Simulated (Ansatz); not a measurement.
PBE exchange is replaced step by step with exact exchange (0 % is PBE, 25 % PBE0; no dispersion term), basis def2-TZVP, Ansatz. System: LaBr₃. The state is a singlet with charge 0. Geometry: PBE0-D4/def2-SVP.

Geometry of the singlet:

Cartesian coordinates in Å:
```
La 0.233 0.049 -0.202
Br 1.245 1.441 1.949
Br 0.331 -2.703 -0.109
Br -1.809 1.213 -1.638
```

In the def2 sets La takes a core potential; there is no spin–orbit coupling.

| exact exchange (%) | HOMO (eV) | LUMO (eV) | gap (eV) |
| --- | --- | --- | --- |
| 0 | -7.12 | -3.58 | 3.54 |
| 5 | -7.37 | -3.45 | 3.92 |
| 10 | -7.62 | -3.32 | 4.30 |
| 25 | -8.37 | -2.92 | 5.45 |
| 35 | -8.87 | -2.65 | 6.22 |
| 50 | -9.64 | -2.25 | 7.38 |

**Question.** Fit a straight line to the column «gap (eV)» against the share of exact exchange and predict its value at 15 %.

**Answer.** With x = exact exchange (%) and y = gap (eV): mean x = 20.83, mean y = 5.135; Σ(x − x̄)(y − ȳ) = 143.7, Σ(x − x̄)² = 1871; slope b = 0.0768, intercept a = ȳ − b·x̄ = 3.535. The residuals of the fitted rows reach 0.00. At x = 15 the line gives 3.535 + (0.0768 × 15) = 4.69; the run gave 4.68, 0.01 less than the line.
